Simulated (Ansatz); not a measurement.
Gas-phase electronic energies from Ansatz, PBE0-D4/def2-TZVP geometries. CCSD(T)/CBS is the MP2 limit (def2-TZVPP, def2-QZVPP) plus CCSD(T) − MP2 in def2-TZVPP, frozen cores. DFT in def2-TZVPP. B3LYP here is the variant with VWN-RPA as its local correlation; programs differ in this. def2 core potentials past Kr. For Ga, Hf outer-core shells are correlated without core-valence functions, which leaves a few kJ/mol of doubt a bond. Scalar relativity is left out up to krypton. Each species was taken in one conformer, which may not be the lowest.

Reaction (substitution at a C–C bond): `C[CH](C)[Ga]([OH])[OH]` + `C[S][Hf]([OH])([F])[Cl]` → `C[O][Hf]([F])([Cl])[S]C` + `C[CH2][Ga]([OH])[OH]`

```
             level  ΔE (kJ/mol)
            PBE-D4         35.7
           ωB97X-V         34.4
            B2PLYP         31.4
               PBE         33.0
             B3LYP         28.0
SCS-MP2/def2-TZVPP         34.2
     HF/def2-QZVPP         24.3
      HF/CBS(def2)         24.2
```

(1) What does CCSD(T)/CBS give? (Best estimate.)

Largest T1 diagnostic among the species: 0.015.

## Answers

(1) Ansatz gave: +40.2 kJ/mol. The listed levels differ from it by -4.5, -5.8, -8.8, -7.2, -12.2, -6.0, -15.9, -16.0 kJ/mol.

In def2-TZVPP, CCSD(T) changes the Hartree–Fock value by +10.3 kJ/mol (the triples alone add +0.5 kJ/mol) and MP2 by +14.6 kJ/mol. The D4 term adds +4.4 kJ/mol with B3LYP and +2.2 kJ/mol with PBE0; it sums over pairs of atoms, weighted by their polarisabilities, and B3LYP, whose exchange is more repulsive, gets the larger term.
